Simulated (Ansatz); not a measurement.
# Relaxing a trial structure of CuPS

The starting geometry of this gas-phase triplet was optimised with GFN2-xTB as a singlet; its bonds are those of `S=[P][Cu]`.

```xyz
3

Cu   -0.3603    1.2604    0.9069
P     0.8416    0.4261   -0.8040
S    -0.2661   -0.9255   -1.6773
```

Task: Predict what becomes of its bonds when it is optimised with PBE-D3(BJ)/def2-SVP.

Result: A new bond forms, giving a structure given below by its coordinates. Contacts that close: Cu1–S3 (3.39 → 2.29 Å).

The energy falls by 0.27 eV over 10 steps:

```csv
step,E − E(last) (eV)
1,0.267
2,0.221
3,0.193
4,0.182
5,0.111
6,0.046
7,0.029
8,0.005
9,0.000
10,0.000
```

Final geometry (Å):

```xyz
3

Cu   -0.5031    0.8426    0.5129
P     1.1979    0.5692   -0.8601
S    -0.4796   -0.6508   -1.2272
```

No frequencies were run, so the end isn't proven a minimum. Open shells are spin-unrestricted. The triplet needn't be the ground state. Run with Ansatz 0.2.0, 2.5 min on 1 thread of Intel(R) Xeon(R) Processor @ 2.50GHz (Skylake/Cascade Lake), on a shared host.
